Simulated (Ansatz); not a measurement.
Job for Ansatz (a quantum-chemistry and plane-wave program): R-wB97X-V/def2-TZVPP on H2Sn (SMILES [SnH2]). Elements past Kr take the def2 small-core potentials; no spin–orbit coupling.

Ansatz 0.2 input:
```yaml
crystal:
  periodic: [false, false, false]
  atoms:
    - {symbol: Sn, position_ang: [-0.00000000, -0.83522068, 0.00000000]}
    - {symbol: H, position_ang: [1.26505191, 0.41761034, -0.00000000]}
    - {symbol: H, position_ang: [-1.26505191, 0.41761034, -0.00000000]}
basis:
  gaussian:
    orbitals: def2-TZVPP
hamiltonian:
  xc: {name: wB97X-V}
scf: {lower_state_search: off}
```

It printed:

```
WARN ansatz: RAYON_NUM_THREADS=4 ignored (pool sized by the plan → 4); use --threads N
Functional definition: wB97X-V
these checks for a lower state are left out or cut short: stability, starts, cluster_reference, orbital_swaps, neighbouring_geometries, increment
integrals: 0.02 GiB planned
550 factors; their error is unknown
integrals: 0.06 GiB planned
129 factors; integrals over basis functions are off by at most 2.0e-5 eV
mean field: 0.32 GiB planned
mean field evaluation 1: about -5861.8980 eV, gradient 8.9e0 eV
mean field evaluation 2: about -5862.1899 eV, gradient 4.1e0 eV
mean field evaluation 4: about -5862.2263 eV, gradient 2.1e-1 eV
mean field evaluation 8: about -5862.2790 eV, gradient 8.2e-3 eV
mean field -5862.27896316 eV, -215.4347783008 hartree, gradient 3.0e-6 eV, S^2 0.000000; 0 other end points of the search recorded, 0 dependent functions left out
reference -5862.27896130 eV, -215.4347782322 hartree; 12, 12 occupied and 66, 66 virtual orbitals, 550 factors
Total energy: -5862.27896130 eV, -215.4347782322 hartree
Checks for a lower state left out: stability, starts, cluster_reference, orbital_swaps, neighbouring_geometries, increment
```

The calculation finished and met its thresholds.

Cost: roughly 1.8 core-seconds.
